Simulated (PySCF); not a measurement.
BBr₃.
SMILES with atom numbers: `[Br:1][B:2]([Br:3])[Br:4]`

Computed by this run: PBE0-D3(BJ)/def2-SVP geometry optimisation, gas phase (PySCF); density fitting, grid level 1; the optimiser is geomeTRIC in internal coordinates, started from a GFN2-xTB structure with every atom displaced at random (about 0.01 Å).

Step 0: E = -210767.1433 eV
```
atom  x, y, z in Å  |  force x, y, z in eV/Å
Br1     1.8291   -0.3803   -0.2456   -0.003   0.126  -0.046
B2     -0.0543   -0.0789   -0.2708    0.784   0.422  -0.207
Br3    -0.7653    1.5572   -0.8873   -0.031   0.273  -0.110
Br4    -1.1766   -1.4236    0.3212   -0.749  -0.821   0.364
```

Step 1: E = -210767.1716 eV
```
atom  x, y, z in Å  |  force x, y, z in eV/Å
Br1     1.8362   -0.3538   -0.2548    0.080  -0.040   0.001
B2     -0.0360   -0.0802   -0.2760   -0.316  -0.195   0.131
Br3    -0.7481    1.5696   -0.8916   -0.007  -0.041   0.002
Br4    -1.2192   -1.4612    0.3398    0.242   0.276  -0.134
```

Step 2: E = -210767.1748 eV
```
atom  x, y, z in Å  |  force x, y, z in eV/Å
Br1     1.8376   -0.3668   -0.2565    0.025   0.045   0.022
B2     -0.0362   -0.0721   -0.2591   -0.093  -0.116  -0.065
Br3    -0.7595    1.5631   -0.8951    0.040   0.040   0.018
Br4    -1.2091   -1.4498    0.3280    0.028   0.031   0.026
```

Question: Estimate the geometry and energy of step 3. (The exact step hangs on the optimiser's Hessian estimate; all steps are aligned on step 2, rigid shifts and turns removed.)

Answer: E = -210767.1737 eV, largest force 0.180 eV/Å
```
atom  x, y, z in Å  |  force x, y, z in eV/Å
Br1     1.8370   -0.3596   -0.2477   -0.009   0.000  -0.048
B2     -0.0433   -0.0883   -0.2868    0.106   0.108   0.097
Br3    -0.7547    1.5657   -0.8848    0.000   0.033  -0.064
Br4    -1.2062   -1.4433    0.3368   -0.098  -0.141   0.016
```

The energy changes by +0.0011 eV. The first-order estimate −F·Δx gives -0.0058 eV and the mean of the old and new forces, exact on a quadratic surface, +0.0007 eV. The step makes an angle of 36° with the force vector and moves no atom by more than 0.033 Å. The energy falls at the start of this step and ends higher, so the step passed the lowest point of its straight line.

The cost below is that of the whole optimisation. Time: 70 s; peak memory 0.47 GiB. Hardware: one thread, Arm Neoverse N1 (aarch64), shared host.
